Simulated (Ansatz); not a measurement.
[Gd(NH3)6]3+ (GdN6H18³⁺). The state is a octet with charge 3. Geometry r2SCAN-D4/def2-SVP, basis def2-TZVP, Ansatz.

| run | HOMO (eV) | LUMO (eV) |
| --- | --- | --- |
| A | -19.54 | -16.25 |
| B | -20.62 | -13.44 |
| C | -19.65 | -16.35 |
| D | -21.25 | -12.95 |
| E | -20.03 | -14.40 |

In the def2 sets Gd takes a core potential; there is no spin–orbit coupling.

HOMO and LUMO are taken over both spins.

**Question.** The runs used BLYP, PBE, PBE0, r2SCAN, r2SCANh. Estimate which is which.

**Answer.** A BLYP (0 % exact exchange); B r2SCANh (10 % exact exchange); C PBE (0 % exact exchange); D PBE0 (25 % exact exchange); E r2SCAN (0 % exact exchange). Exact exchange lowers occupied and raises empty levels; among semilocal functionals meta-GGAs tend to open the gap a little, and such runs are hard to tell apart. The gap grows from 3.29 eV (BLYP) to 8.30 eV (PBE0).
